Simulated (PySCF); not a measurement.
## Basis and Hamiltonian dependence of the ionisation energy of Se²⁺

Se²⁺ [Ar] 3d10 4s2 4p2 (3P) → Se³⁺ [Ar] 3d10 4s2 4p1 (2P). All values are computed (PySCF 2.14, energy differences of UHF-based or UKS calculations, no spin-orbit coupling). Values in eV.

```csv
basis,Hamiltonian,functions,UHF,LDA,PBE0,MP2 (valence),CCSD(T) (valence),CCSD(T) (valence and next inner shell)
cc-pVDZ-PP with ECP10MDF,ECP,23,30.962,n/a,n/a,31.222,31.258,n/a
6-31G*,non-relativistic,32,31.109,n/a,n/a,31.364,31.404,n/a
cc-pVTZ-PP with ECP10MDF,ECP,39,30.987,n/a,n/a,31.382,31.440,n/a
ANO-RCC-VTZP,spin-free X2C,43,30.998,31.754,31.628,31.381,31.436,31.507
jorge-DZP-DKH,spin-free X2C,43,30.850,n/a,n/a,30.835,30.765,n/a
x2c-TZVPPall,spin-free X2C,48,30.992,31.755,31.629,31.384,31.439,31.501
x2c-TZVPall,spin-free X2C,48,30.992,31.755,n/a,31.384,31.439,n/a
aug-cc-pVTZ-PP with ECP10MDF,ECP,55,30.996,31.643,31.554,31.393,31.451,n/a
def2-TZVPPD,non-relativistic,57,30.949,31.718,31.593,31.341,31.396,31.450
aug-cc-pVTZ-DK,spin-free X2C,59,31.001,31.757,31.631,31.392,31.448,n/a
aug-cc-pVQZ-DK,spin-free X2C,93,30.997,31.751,31.627,31.428,31.479,n/a
aug-cc-pwCVTZ-PP with ECP10MDF,ECP,96,30.994,31.641,31.551,31.403,31.460,n/a
def2-QZVPPD,non-relativistic,98,30.951,31.716,31.591,31.384,31.434,n/a
aug-cc-pwCVQZ-PP with ECP10MDF,ECP,166,30.995,31.641,31.554,31.440,n/a,n/a
```

Extrapolation of CCSD(T) (valence) from aug-cc-pVTZ-DK and aug-cc-pVQZ-DK: the correlation parts are 0.447 and 0.482 eV; with the X⁻³ form and unrounded values, (4³ × 0.482 − 3³ × 0.447)/(4³ − 3³) = 0.508 eV, and adding the Hartree-Fock value 30.997 eV of the larger basis gives 31.505 eV.

Extrapolation of MP2 (valence) from aug-cc-pwCVTZ-PP with ECP10MDF and aug-cc-pwCVQZ-PP with ECP10MDF: the correlation parts are 0.410 and 0.445 eV; with the X⁻³ form and unrounded values, (4³ × 0.445 − 3³ × 0.410)/(4³ − 3³) = 0.470 eV, and adding the Hartree-Fock value 30.995 eV of the larger basis gives 31.466 eV.

Frozen in the all-electron rows: valence: [Ar] 3d10; valence and next inner shell: [Ne]; with a core potential, the same shells as far as they lie outside it.

Non-relativistic rows lack the scalar-relativistic shift.

Between the lowest levels the reference is 31.697 ± 0.019 eV (measured; NIST Atomic Spectra Database, ionization energies); it includes spin-orbit coupling, which these numbers lack.
